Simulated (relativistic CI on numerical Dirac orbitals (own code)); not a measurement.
Nb XXVI: computed level list

Computed by Dirac-Coulomb-Breit CI, orbitals from a KLI potential per configuration, QED by a radiative potential, unscaled Slater integrals (own radial code, finite nucleus).

CI space (outside the closed core [Ne]): 3s2 3p4, 3s 3p5, 3s2 3p3 3d, 3p6, 3s 3p4 3d, 3p5 3d, 3s 3p3 3d2, 3s2 3p2 3d 4p, 3p5 4s, 3s2 3p3 4s, 3s 3p3 3d 4s, 3p5 4p, 3s2 3p3 4p, 3s2 3p2 3d2, 3s2 3p 3d3, 3s 3p2 3d3, 3s2 3p 3d2 4s, 3s2 3p 3d2 4p, 3p4 3d2, 3p3 3d3, 3p3 3d2 4s, 3p3 3d2 4p. Double excitations out of closed p, d and f shells are left out; levels of such configurations are missing from the list, as are those of other unlisted configurations, and high levels can miss mixing partners.

The lowest level is 3s2 3p4 3P_2, with 78 % of that term; Hund's rules for 3s2 3p4 give 3P with J = 2, in agreement.

```csv
No.,Configuration,Term,J,E (eV),%,Next component (%),Lifetime (s),jj configuration (%)
1,3s2 3p4,3P,2,0.000,78,20 1D,,3p3/2^2 (96)
2,3s2 3p4,3P,0,7.996,53,44 1S,4.42e-01,3p3/2^2 (93)
3,3s2 3p4,3P,1,19.155,98,1 3s 3p4 3d 3P,1.38e-05,3p1/2 3p3/2^3 (98)
4,3s2 3p4,1D,2,24.540,77,20 3P,1.94e-05,3p1/2 3p3/2^3 (96)
5,3s2 3p4,1S,0,47.766,52,44 3P,3.31e-06,3p3/2^4 (92)
6,3s 3p5,3P°,2,89.897,76,20 3s2 3p3 3d 3P°,8.75e-11,3s 3p3/2^3 (76)
7,3s 3p5,3P°,1,96.880,49,18 3s2 3p3 3d 3P°,6.66e-11,3s 3p3/2^3 (50)
8,3s2 3p3 3d,5D°,0,105.855,49,25 3P°,5.99e-10,3p3/2 3d3/2 (51)
9,3s2 3p3 3d,5D°,2,106.291,31,28 3F°,6.64e-10,3p3/2 3d3/2 (84)
10,3s2 3p3 3d,5D°,3,107.329,47,22 3F°,1.52e-09,3p3/2 3d3/2 (59)
11,3s2 3p3 3d,5D°,1,110.178,68,12 3P°,7.79e-11,3p3/2 3d3/2 (47)
12,3s2 3p3 3d,5D°,4,110.948,63,27 3F°,9.71e-04,3p3/2 3d5/2 (78)
13,3s 3p5,3P°,0,111.675,55,25 3s2 3p3 3d 3P°,7.29e-11,3s 3p1/2 3p3/2^4 (55)
14,3s2 3p3 3d,5D°,2,114.487,45,24 3D°,9.76e-11,3p3/2 3d5/2 (59)
15,3s2 3p3 3d,1P°,1,117.839,38,31 3s 3p5 1P°,5.26e-11,3s 3p1/2 3p3/2^4 (44)
16,3s2 3p3 3d,3G°,3,121.236,34,27 5D°,1.14e-10,3p3/2 3d3/2 (29)
17,3s2 3p3 3d,3D°,1,122.969,82,12 3P°,2.58e-10,3p1/2 3p3/2^2 3d3/2 (46)
18,3s2 3p3 3d,3F°,2,123.525,49,39 3D°,3.82e-10,3p1/2 3p3/2^2 3d3/2 (86)
19,3s2 3p3 3d,1S°,0,124.224,65,21 5D°,2.69e-09,3p1/2 3p3/2^2 3d3/2 (60)
20,3s2 3p3 3d,3F°,3,125.758,72,13 3D°,3.06e-10,3p1/2 3p3/2^2 3d3/2 (67)
21,3s2 3p3 3d,3D°,3,127.564,55,25 3G°,2.78e-10,3p1/2 3p3/2^2 3d5/2 (70)
22,3s2 3p3 3d,3G°,4,129.192,56,22 5D°,2.74e-05,3p1/2 3p3/2^2 3d5/2 (61)
23,3s2 3p3 3d,3D°,1,131.381,78,7 3P°,3.84e-11,3p3/2 3d5/2 (38)
24,3s2 3p3 3d,3F°,4,131.738,71,23 1G°,4.15e-05,3p1/2 3p3/2^2 3d5/2 (57)
25,3s2 3p3 3d,1G°,4,134.263,53,22 3F°,1.13e-04,3p1/2 3p3/2^2 3d5/2 (55)
26,3s2 3p3 3d,3G°,5,135.817,98,1 3s 3p3 3d2 3G°,8.51e-05,3p1/2 3p3/2^2 3d5/2 (98)
27,3s2 3p3 3d,1D°,2,136.462,37,37 3F°,6.80e-11,3p1/2 3p3/2^2 3d3/2 (75)
28,3s2 3p3 3d,3P°,1,140.706,43,16 3S°,1.39e-11,3p1/2 3p3/2^2 3d5/2 (41)
29,3s2 3p3 3d,3P°,0,141.452,60,25 1S°,6.22e-11,3p1/2 3p3/2^2 3d5/2 (53)
30,3s2 3p3 3d,3D°,2,143.619,62,17 3P°,1.51e-10,3p1/2 3p3/2^2 3d5/2 (86)
31,3s2 3p3 3d,3F°,2,145.613,44,32 3P°,8.62e-12,3p1/2 3p3/2^2 3d5/2 (41)
32,3s2 3p3 3d,3F°,3,146.098,57,23 3D°,2.56e-11,3p1/2 3p3/2^2 3d5/2 (64)
33,3s2 3p3 3d,3D°,3,147.897,58,29 1F°,1.41e-11,3p1/2 3p3/2^2 3d5/2 (70)
34,3s2 3p3 3d,3P°,2,149.412,40,27 3D°,4.54e-12,3p1/2 3p3/2^2 3d3/2 (40)
35,3s2 3p3 3d,3P°,1,150.811,48,14 1P°,3.12e-12,3p1/2 3p3/2^2 3d3/2 (71)
36,3s2 3p3 3d,3D°,3,152.640,45,32 1F°,4.16e-12,3p1/2 3p3/2^2 3d3/2 (49)
37,3s2 3p3 3d,3S°,1,154.675,54,17 1P°,3.85e-12,3p1/2 3p3/2^2 3d5/2 (48)
38,3s2 3p3 3d,3F°,4,157.226,58,16 1G°,5.56e-06,3p3/2^3 3d5/2 (90)
39,3s2 3p3 3d,3P°,2,158.729,34,30 1D°,8.35e-12,3p3/2^3 3d5/2 (51)
40,3s2 3p3 3d,3D°,1,160.254,40,39 1P°,3.44e-12,3p1/2 3p3/2^2 3d3/2 (53)
41,3s2 3p3 3d,3D°,2,160.969,35,33 3P°,5.88e-12,3p1/2 3p3/2^2 3d5/2 (51)
42,3s2 3p3 3d,3P°,0,165.713,73,20 3s 3p5 3P°,2.77e-12,3p3/2^3 3d3/2 (60)
43,3s2 3p3 3d,1F°,3,166.087,43,41 3D°,2.39e-10,3p3/2^3 3d5/2 (87)
44,3s2 3p3 3d,3D°,1,167.444,28,28 3P°,3.02e-12,3p3/2^3 3d3/2 (53)
45,3s2 3p3 3d,1D°,2,172.891,51,38 3D°,3.75e-12,3p3/2^3 3d3/2 (67)
46,3s2 3p3 3d,1F°,3,173.956,71,19 3D°,3.02e-12,3p3/2^3 3d3/2 (56)
47,3s2 3p3 3d,1P°,1,187.190,58,28 3D°,3.63e-12,3p3/2^3 3d5/2 (72)
48,3s 3p4 3d,5D,3,188.505,70,7 5F,1.48e-10,3s 3p3/2^2 3d3/2 (54)
49,3s 3p4 3d,5D,2,188.686,64,11 5P,1.35e-10,3s 3p3/2^2 3d3/2 (71)
50,3s 3p4 3d,5D,4,190.288,71,14 5F,1.61e-10,3s 3p3/2^2 3d5/2 (55)
51,3s 3p4 3d,5D,1,190.389,58,15 5P,1.18e-10,3s 3p3/2^2 3d3/2 (66)
52,3p6,1S,0,191.732,48,40 3s 3p4 3d 1S,3.53e-11,closed (48)
53,3s 3p4 3d,5D,0,193.464,67,20 3P,1.10e-10,3s 3p1/2 3p3/2^3 3d3/2 (32)
54,3s 3p4 3d,5F,5,199.114,82,11 3G,6.03e-11,3s 3p3/2^2 3d5/2 (87)
55,3s 3p4 3d,5P,1,201.542,52,14 3D,5.03e-11,3s 3p3/2^2 3d3/2 (50)
56,3s 3p4 3d,5F,4,201.858,35,35 3F,6.43e-11,3s 3p3/2^2 3d3/2 (60)
57,3s 3p4 3d,5P,2,204.034,45,15 3P,6.54e-11,3s 3p3/2^2 3d3/2 (32)
58,3s 3p4 3d,5F,3,205.910,57,10 3F,4.13e-11,3s 3p3/2^2 3d3/2 (35)
59,3s 3p4 3d,5F,2,206.219,51,18 3D,5.14e-11,3s 3p3/2^2 3d3/2 (44)
60,3s 3p4 3d,5F,1,206.989,50,24 3D,4.06e-11,3s 3p3/2^2 3d3/2 (45)
61,3s 3p4 3d,3P,0,207.417,61,22 5D,8.21e-11,3s 3p1/2 3p3/2^3 3d3/2 (58)
62,3s 3p4 3d,3P,1,207.978,54,10 5F,4.76e-11,3s 3p3/2^2 3d5/2 (48)
63,3s 3p4 3d,3F,4,210.621,38,27 5F,7.77e-11,3s 3p3/2^2 3d5/2 (48)
64,3s 3p4 3d,5P,3,211.429,54,20 3D,5.17e-11,3s 3p3/2^2 3d5/2 (59)
65,3s 3p4 3d,3D,1,211.888,50,14 5D,4.40e-11,3s 3p1/2 3p3/2^3 3d3/2 (26)
66,3s 3p4 3d,3D,2,212.232,24,20 3P,4.47e-11,3s 3p3/2^2 3d5/2 (36)
67,3s 3p4 3d,3F,3,213.014,31,21 3D,3.74e-11,3s 3p3/2^2 3d5/2 (50)
68,3s2 3p2 3d2,5G,2,215.043,22,18 3s 3p4 3d 3D,8.90e-11,3p1/2^2 3d3/2^2 (33)
69,3s 3p4 3d,3G,3,217.675,46,12 3D,2.27e-11,3s 3p3/2^2 3d3/2 (38)
70,3s 3p4 3d,3P,2,218.885,24,14 3D,6.03e-11,3s 3p1/2 3p3/2^3 3d5/2 (43)
```

Energies count from the lowest computed level; ° marks odd parity; lifetimes are radiative, by E1, M1, E2, M2, E3 decay to levels of this space only. Filled j subshells are mostly left out of the jj labels.

The mean weight of the leading LS term, summed over parents, in these 70 levels is 54 %, and that of the leading jj configuration (from the same eigenvectors) 59 %.

At this charge energies of transitions that change n are usually good to better than 1 %, and those within a shell (Δn = 0) to a few per cent.

LS names give the leading component of a level, which can be under half, so a name can repeat, a term be missing and a line seem to break the LS rules.
